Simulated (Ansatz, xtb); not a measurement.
FH7PSiSn+: which of two structures lies lower

Structure a: a singlet given by its coordinates. Structure b: `F[SiH2][SnH2][PH3+]`, a singlet. Both are isolated ions in the gas phase, relaxed with B3LYP-D3(BJ)/def2-SVP; the shapes shown needn't be the lowest conformers.

a (Å):

```yaml
atoms:
  - { symbol: F, position_ang: [0.1784, -1.1671, -1.3188] }
  - { symbol: P, position_ang: [-0.8385, 0.4219, 1.5256] }
  - { symbol: Si, position_ang: [-0.0029, -2.7828, -1.8344] }
  - { symbol: Sn, position_ang: [-0.7369, 1.0017, -1.2230] }
  - { symbol: H, position_ang: [-2.3111, 0.1557, -1.1845] }
  - { symbol: H, position_ang: [1.3768, -3.2986, -1.9385] }
  - { symbol: H, position_ang: [-0.7162, -2.6824, -3.1258] }
  - { symbol: H, position_ang: [-0.8033, -3.4161, -0.7632] }
  - { symbol: H, position_ang: [-1.8748, 1.0609, 2.2482] }
  - { symbol: H, position_ang: [0.2858, 0.7284, 2.3282] }
  - { symbol: H, position_ang: [-1.0620, -0.9334, 1.8668] }
```

Close contacts (Å): F1–Si3 1.71, F1–Sn4 2.36, P2–Sn4 2.81, P2–H9 1.42, P2–H10 1.41, P2–H11 1.42, Si3–H6 1.48, Si3–H7 1.48, Si3–H8 1.48, Sn4–H5 1.79.

b (Å):

```xyz
11

F     1.8425    0.5032   -0.0160
P    -0.0775   -1.5251   -1.1957
Si    1.1925    1.9329   -0.4827
Sn   -0.8534    0.9560   -1.7774
H     0.7569    2.7066    0.6993
H     2.1150    2.6399   -1.3963
H    -0.8703    0.8381   -3.4816
H    -2.4181    0.9137   -1.0929
H     0.0075   -1.7869    0.1884
H     1.2139   -1.8449   -1.6662
H    -0.8781   -2.5826   -1.6834
```

Problem. Estimate E(b) − E(a) at the level CCSD(T)/def2-SVP + ΔMP2/def2-TZVPP.

Solution. Calculated at CCSD(T)/def2-SVP + ΔMP2/def2-TZVPP: E(b) − E(a) = +5.3 kcal/mol, so structure a lies lower.

How the difference moves with the method:

```
                             level               geometry  E(b) − E(a) (kcal/mol)  departure from the last row (kcal/mol)  job, with rough time for the two
             B3LYP-D3(BJ)/def2-SVP  B3LYP-D3(BJ)/def2-SVP                     +10.6                                    +5.4             optimisation, 3.2 min
                       HF/def2-SVP  B3LYP-D3(BJ)/def2-SVP                     +11.8                                    +6.6           part of the CCSD(T) run
                      MP2/def2-SVP  B3LYP-D3(BJ)/def2-SVP                      +6.5                                    +1.2           part of the CCSD(T) run
                  CCSD(T)/def2-SVP  B3LYP-D3(BJ)/def2-SVP                      +8.6                                    +3.4                      single point
CCSD(T)/def2-SVP + ΔMP2/def2-TZVPP  B3LYP-D3(BJ)/def2-SVP                      +5.3                                                        single point, 36 s
```

None of the levels shown reverses the order. The largest departure from CCSD(T)/def2-SVP + ΔMP2/def2-TZVPP is that of HF/def2-SVP, 6.6 kcal/mol. Levels run at GFN2-xTB geometries aren't shown. The last row adds to CCSD(T) the change of the MP2 difference between the two basis sets, here −3.4 kcal/mol, a large step that makes the value less sure.

With harmonic frequencies from B3LYP-D3(BJ)/def2-SVP (ideal gas, rigid rotor, one conformer each, 298.15 K, 1 atm): on the last row, ΔE + ΔZPE = +5.8 kcal/mol. A mode under 50 cm⁻¹ makes harmonic enthalpies and free energies unreliable, so none is given.

The correlated steps freeze 15 core orbitals; the filled d shell of Sn is correlated, in a basis made for valence electrons. Atoms past krypton carry core potentials in the def2 sets and no spin–orbit term is included. Run with Ansatz 0.2.0; the last row on 2 threads of Intel(R) Xeon(R) Platinum 8375C CPU @ 2.90GHz (Ice Lake) on a shared host.
